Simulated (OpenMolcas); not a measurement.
Co2+, Rh2+, Ir2+: d⁷ down the group

* Program: OpenMolcas 26.06
* Method: SS-CASPT2, IPEA 0.25 Eh, imaginary shift 0.1 Eh
* Basis: ANO-R3
* Scalar Hamiltonian: X2C, finite nucleus
* Spin-orbit coupling: state interaction with AMFI integrals over the reference wave functions, term energies averaged over their components

Active space for each ion: 7 electrons in 6 orbitals (d s); closed shells correlated by CASPT2: Co2+ 3s 3p; Rh2+ 4s 4p; Ir2+ 5s 5p.

Computed levels in cm-1 above ⁴F_9/2:

```
                               Level   Co2+   Rh2+   Ir2+
                              ⁴F_7/2    901   2260   8110
                              ⁴P_5/2  15120  11160  12190
                              ⁴P_1/2  15800  12650  16230
                              ²G_9/2  16260  13000  16360
                              ²G_7/2  17120  15140  20890
                              ²P_1/2  19840  18180  28010
                             ²H_11/2  22330  17830  21890
                           ²D_5/2(1)  22340  18330  24060
                              ²H_9/2  23100  20060  29920
weight of ⁴F in the lowest level (%)    100     97     84
```

Mixed levels, with the weight of the term that names them: Ir2+ ⁴P_5/2 (60 %), Ir2+ ⁴P_1/2 (74 %), Ir2+ ²G_9/2 (51 %), Ir2+ ²G_7/2 (64 %), Ir2+ ²P_1/2 (62 %), Ir2+ ²D_5/2(1) (66 %), Ir2+ ²H_9/2 (73 %).

Measured, with the error of the calculation in %. Measured levels: Co2+ from Sugar and Corliss, J. Phys. Chem. Ref. Data 10, 1097 (1981); Rh2+ from the list in Shadmi, J. Res. Natl. Bur. Stand. 70A, 435 (1966).

```json
{"Level": "⁴F_7/2", "Co2+": "841 (+7.1)", "Rh2+": "2148 (+5.2)"}
{"Level": "⁴P_5/2", "Co2+": "15202 (-0.5)", "Rh2+": "11062 (+0.9)"}
{"Level": "⁴P_1/2", "Co2+": "15811 (-0.1)", "Rh2+": ""}
{"Level": "²G_9/2", "Co2+": "16978 (-4.2)", "Rh2+": ""}
{"Level": "²G_7/2", "Co2+": "17766 (-3.7)", "Rh2+": ""}
{"Level": "²H_11/2", "Co2+": "22720 (-1.7)", "Rh2+": ""}
{"Level": "²D_5/2(1)", "Co2+": "23059 (-3.1)", "Rh2+": ""}
{"Level": "²H_9/2", "Co2+": "23434 (-1.4)", "Rh2+": ""}
```

The fine-structure level ⁴F_7/2 changes by a factor of 9 from Co2+ to Ir2+.

Without spin-orbit coupling ⁴P lies 14530, 9720, 6680 cm-1 above ⁴F in that order; the difference to the level ⁴P_5/2, of either sign, comes from spin-orbit coupling, which also lowers the zero.

CASPT2 breaks the degeneracy within a term, and the mean is taken; among the terms shown or strongly mixed into the levels shown the widest spread is 560 cm-1 (4d⁷ ⁴F, Rh2+). Terms from blocks run as CI alone lack orbitals of their own. The CASPT2 spread within a term exceeds the gap to the next term for 3d⁷ ²H and 3d⁷ ²D(1), so the order of their levels is uncertain (figures for Co2+; the like holds for Rh2+). Some high roots are left out of the spin-orbit mixing, which shifts the levels that they would mix with (holds for Ir2+). Configurations are named by rounded mean occupations; where the s occupation lies near a half they are strongly mixed, a name can repeat and a true partner stay unpaired (holds for Ir2+). Computed and measured levels are paired by configuration, term and J; levels that our copy of the source lacks, or whose pairing is in doubt (as where it misses far off the trend of its configuration), stay unpaired and out of the deviations. Levels of configurations outside the active space are missing.

A number in round brackets counts repeated terms of one configuration in the order of the reference energies.
